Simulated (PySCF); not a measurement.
**Circular dichroism: `[C@@H]1(F)C(C=C)=C[C@H]1C`, C7H9F**

Geometry:
```csv
atom,x (Å),y (Å),z (Å)
C1,2.995,-0.215,-0.062
C2,1.909,-0.859,-0.479
C3,0.574,-0.376,-0.267
C4,-0.661,-0.794,-0.591
C5,-1.364,0.398,0.008
C6,-2.376,0.130,1.110
C7,0.055,0.854,0.449
F8,0.459,2.069,-0.048
H9,3.986,-0.597,-0.238
H10,2.924,0.724,0.462
H11,1.987,-1.797,-1.014
H12,-1.046,-1.667,-1.083
H13,-1.783,1.075,-0.740
H14,-1.949,-0.527,1.865
H15,-3.260,-0.350,0.696
H16,-2.677,1.061,1.585
H17,0.221,0.884,1.530
```

Level of theory: TDDFT PBE0/def2-SVPD circular dichroism and optical rotation, one conformer, gas phase (PySCF 2.14.0). Geometry: GFN2-xTB.

The molecule is flexible and this is one conformer; a measurement averages over conformers. States above about 6.8 eV (minus the energy of the highest occupied orbital) lie near or above the ionisation threshold and depend on the basis.

Problem. What are the CIP labels of the stereocentres?

Solution. C5 R, C7 S.

Problem. Which excitations and rotatory strengths does the calculation give?

Solution. Rotatory strengths R in 10⁻⁴⁰ esu² cm², velocity form and length form (origin at the centre of mass); f in length form.
```csv
state,E (eV),λ (nm),f,R (velocity),R (length),main
1,5.52,224,0.596,-20.6,-22.1,HOMO→LUMO 0.96
2,6.11,203,0.002,+2.0,+2.0,"HOMO−1→LUMO 0.88, HOMO−2→LUMO 0.10"
3,6.42,193,0.003,-11.7,-11.8,"HOMO−2→LUMO 0.86, HOMO−1→LUMO 0.09"
4,6.65,186,0.016,-28.9,-27.2,HOMO→LUMO+1 0.84
5,6.81,182,0.010,+13.1,+14.7,"HOMO→LUMO+2 0.73, HOMO→LUMO+3 0.14"
6,7.05,176,0.018,-0.1,-0.7,"HOMO→LUMO+3 0.71, HOMO→LUMO+2 0.16"
7,7.27,171,0.010,+0.2,+0.3,"HOMO−4→LUMO 0.62, HOMO→LUMO+4 0.15"
8,7.30,170,0.010,+0.3,+0.1,"HOMO→LUMO+4 0.40, HOMO−4→LUMO 0.30"
9,7.63,163,0.040,+34.0,+31.2,"HOMO−3→LUMO 0.33, HOMO→LUMO+4 0.31"
10,7.71,161,0.010,-18.6,-17.5,"HOMO→LUMO+5 0.77, HOMO−3→LUMO 0.10"
11,7.92,157,0.008,-7.8,-7.5,HOMO→LUMO+6 0.83
12,8.02,155,0.001,-14.0,-14.1,"HOMO−5→LUMO 0.45, HOMO−6→LUMO 0.25"
13,8.12,153,0.001,-0.6,-0.7,HOMO→LUMO+7 0.90
14,8.30,149,0.001,+4.3,+4.3,"HOMO−1→LUMO+1 0.49, HOMO−1→LUMO+2 0.24"
15,8.47,146,0.007,+28.6,+29.2,"HOMO→LUMO+8 0.66, HOMO−6→LUMO 0.17"
16,8.51,146,0.013,+19.9,+20.0,"HOMO−2→LUMO+1 0.38, HOMO−2→LUMO+2 0.14"
```

Among the states computed, the strongest CD band (largest |R|) is state 9. The largest dissymmetry factor in size, g = 4R/(D+G), with D and G the electric and magnetic dipole strengths, is -0.12 for state 12 (velocity form, f = 0.001), among bands with |R| over 0.5. The mirror image has the same energies and oscillator strengths and all R with the opposite sign.
